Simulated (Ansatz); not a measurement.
Consider the ligand exchange at a B–Br bond: `OB(F)Br` + `O[SiH3]` → `OB(F)O[SiH3]` + HBr.

Program: Ansatz. Geometries: PBE0-D4/def2-TZVP. ΔE: electronic, gas phase. CBS: MP2 limit from def2 TZ/QZ plus the TZ coupled-cluster correction, frozen cores. Functionals use def2-TZVPP. HSE06 is defined as in plane-wave codes. For Br outer-core shells are correlated without core-valence functions, which leaves a few kJ/mol of doubt a bond. Scalar relativity is left out up to krypton. Each species was taken in one conformer, which may not be the lowest.

```json
{"level": "PBE0-D4", "ΔE (eV)": "-0.57"}
{"level": "ωB97X-V", "ΔE (eV)": "-0.62"}
{"level": "r2SCANh", "ΔE (eV)": "-0.60"}
{"level": "r2SCAN0", "ΔE (eV)": "-0.62"}
{"level": "HSE06", "ΔE (eV)": "-0.55"}
{"level": "CAM-B3LYP", "ΔE (eV)": "-0.69"}
{"level": "CCSD(T)/def2-TZVPP", "ΔE (eV)": "-0.64"}
{"level": "CCSD/CBS(def2)", "ΔE (eV)": "-0.64"}
```

(1) What does CCSD(T)/CBS give? (An estimate is asked.)

Largest T1 diagnostic among the species: 0.012.

Answers

(1) Ansatz gave: -0.61 eV. The listed levels differ from it by 0.04, -0.01, 0.01, -0.01, 0.06, -0.08, -0.03, -0.03 eV.

Leaving LDA and LC-ωPBE aside and taking each functional with its dispersion term where it has one, the values, not all of them listed here, spread over 0.23 eV, from BHLYP-D4 to revPBE-D4. LDA lies −0.09 eV from PBE without D4. From r2SCAN to r2SCAN0 (25 % exact exchange), in def2-TZVPP and without D4, ΔE moves by −0.04 eV.
